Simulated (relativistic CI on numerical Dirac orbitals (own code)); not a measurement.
Calculated at this level of theory: Dirac-Coulomb-Breit CI, separate exchange-only KLI orbitals for each configuration, a model potential for QED, unscaled Slater integrals (own radial code, finite nucleus).

The strongest absorption lines from the ground level of an ion, among the configurations computed and to levels below about 7900 eV (vacuum wavelength in Å, gf): 1.7969 (0.49), 1.8394 (1.2), 1.8397 (1.7), 1.8403 (1.6), 1.8504 (1.8), 1.8504 (0.57), 1.9994 (4.2), 2.0038 (1.4).

Problem. Which ion is it?
A. Tm LXII
B. Pm LII
C. Pm LIV
D. Tb LVIII

Solution. C. Pm LIV has 8 electrons and the ground level 2s²2p⁴ ³P2; the strongest line goes to 2s²2p³3d ³D°3. The pattern of lines fixes the number of electrons, and along that sequence the line energies rise steadily with the charge (about as its square where n changes within one kind of shell, about linearly where n is kept but much faster in heavy ions where fine structure, which grows about as Z⁴, sets the gap, and irregularly where shells cross), which fixes Z. Configurations outside the model, such as inner-shell arrays, can give stronger lines. At this charge energies of transitions that change n are usually good to better than 1 %, and those within a shell (Δn = 0) to a few per cent.

LS names give the leading component of a level, which can be under half, so a name can repeat, a term be missing and a line seem to break the LS rules.
